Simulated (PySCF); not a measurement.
Series: H2E=E'H2. Gas-phase values, no solvent. One relaxed conformer stands for each flexible species; it need not be the lowest. Strings in code marks are SMILES.

All values below come from PySCF with CAM-B3LYP-D3(BJ)/def2-TZVP. Delta-SCF ions had no search for a lower state. 

```
species         HOMO (eV)  vertical ionisation energy (Delta-SCF) (eV)
--------------  ---------  -------------------------------------------
`C=[SiH2]`          -7.85                                         8.79
`[GeH2]=[CH2]`      -7.71                                         8.61
`BN`               -10.15                                        11.42
`[NH2][AlH2]`       -9.02                                        10.16
`[NH2][GaH2]`       -8.84                                         9.85
`[NH2+]=C`         -19.70                                        21.29
`[SnH2]=[CH2]`      -7.29                                         8.00
```
